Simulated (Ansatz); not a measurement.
C2Cl3F3, SMILES `FC(F)(F)C(Cl)(Cl)Cl`. The species carries charge 0 and has multiplicity 1. All single points use the PBE0-D4/def2-TZVP geometry.

```xyz
8

F    -0.332   -0.994   -1.440
C     0.086    0.092   -0.805
F    -0.622    1.129   -1.229
F     1.360    0.296   -1.112
C    -0.079   -0.084    0.733
Cl    0.490    1.380    1.526
Cl    0.878   -1.469    1.242
Cl   -1.781   -0.351    1.085
```

(1) What is the dipole moment at B3LYP/def2-TZVPP? (Estimate.)

(2) And with PBE, r2SCAN, ωB97M-V? (An estimate is asked.)

(3) Give the Mulliken charges with B3LYP, ωB97M-V, r2SCAN in def2-TZVPP. (Estimate.)

Results:

(1) The calculation gave: 0.66 D, with components (-0.07, -0.07, 0.66) D in this frame, pointing from negative to positive charge.

(2) Computed: PBE 0.54 D, r2SCAN 0.54 D, ωB97M-V 0.66 D.

(3) Computed: 
| atom | B3LYP | ωB97M-V | r2SCAN |
| --- | --- | --- | --- |
| F1 | -0.15 | -0.14 | -0.15 |
| C2 | 0.47 | 0.43 | 0.44 |
| F3 | -0.15 | -0.14 | -0.15 |
| F4 | -0.15 | -0.14 | -0.15 |
| C5 | 0.12 | -0.01 | 0.17 |
| Cl6 | -0.04 | 0.00 | -0.05 |
| Cl7 | -0.04 | 0.00 | -0.05 |
| Cl8 | -0.04 | 0.00 | -0.05 |

B3LYP here is the variant with VWN-RPA as its local correlation; programs differ in this.
